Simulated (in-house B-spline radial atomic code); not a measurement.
RPA and G0W0 on HSE06: Te⁺

Configuration [Kr] 4d10 5s2 5p3, highest spin, mean-field start HSE06. Computed with a B-spline radial code for spherical atoms: all electrons, scalar-relativistic (spin-free one-electron X2C), finite nucleus, each spin shell either full or empty, empty states to l = 9 with an (l + 1/2)⁻⁴ tail; G0W0 by contour deformation at full frequency.

Spin-orbit coupling, left out, splits p levels strongly here.

Command:
```bash
python run_gw.py task.json out
```
Settings (radii: box in bohr, nucleus in fm):
```
Z                        52
electrons                51
configuration            [Kr] 4d10 5s2 5p3
hamiltonian              x2c
method                   hse06
lmax                     9
rms_radius               4.7423
spin_polarised           True
box_radius               23.78
intervals                70
```

Run time, properties included: 11 s on 1 thread of Intel(R) Xeon(R) Platinum 8259CL CPU @ 2.50GHz (shared host).

Energies (hartree):

```csv
term,value
mean-field total,-6793.04731
Hartree-Fock functional on these orbitals,-6790.65110
direct second order,-4.4683
second-order exchange,1.2336
SOSEX correction,1.1488
```

Q: What is the RPA correlation energy, and what remains with SOSEX?

A: RPA gives -3.9176 hartree (-2.09 eV per electron); RPA + SOSEX gives -2.7688, and the second-order doubles -3.2346 hartree (no singles). RPA lacks exchange-type terms and so overcorrelates at short range.

Quasi-particle levels (eV):

```tsv
level	occupied	mean field	Σx - vxc	Σc	QP weight	G0W0
5p up	yes	-15.351	-3.32	?	?	?
5s down	yes	-22.731	-1.75	-2.02	0.903	-26.494
5p down	no	-11.641	4.97	-2.42	0.919	-9.086
```

G0W0 = mean field + (Σx - vxc) + Σc, with Σc (partial-wave tail included) taken at the quasi-particle energy. Only the outer levels were computed. Levels of low weight are left out.

Q: Where does G0W0 put 5p up?

A: At -19.045 eV, with Σc = -0.38 eV and a quasi-particle weight of 0.915. The tabulated removal energy is 18.6 ± 0.4 eV (NIST, measured); the calculation leaves out spin-orbit coupling, Breit and QED terms, and what these don't explain is the method's own error.
